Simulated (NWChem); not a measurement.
System: Si$_{2}$H$_{4}$S, singlet; SMILES [SiH3][Si]S

NWChem input:

```
start job
memory heap 200 mb stack 900 mb global 1100 mb
geometry units angstroms noautoz
  Si    -1.165443     0.131626     0.001323
  S      0.471187     1.496868     0.000629
  H     -0.239913     2.652412     0.001192
  Si     0.302068    -1.778993     0.002049
  H      1.767897    -1.469462    -0.004269
  H     -0.016362    -2.617683    -1.199713
  H     -0.007755    -2.608418     1.212520
end
basis spherical
  * library 6-31+g*
end
dft
  xc r2scan
  iterations 150
  vectors input atomic output neutral.movecs
end
task dft energy
charge 1
dft
  odft
  mult 2
  vectors input atomic output cation.movecs
end
task dft energy
charge -1
dft
  odft
  mult 2
  vectors input atomic output anion.movecs
end
task dft energy
```

Low-valent species are run as closed-shell singlets; no triplet was tried in these runs. Geometry: optimised at PBE0/def2-SVP.

Ions are spin-unrestricted doublets at the neutral geometry; other ion states weren't tried.

Question: What results follow from this input? (r2SCAN/6-31+G* (spherical d), vertical spin-unrestricted ions.) Quantities: vertical ionisation energy, ΔSCF (eV); −ε(HOMO) (eV).

Answer: 
```json
{
  "vertical ionisation energy, ΔSCF (eV)": "8.41",
  "−ε(HOMO) (eV)": "5.80"
}
```
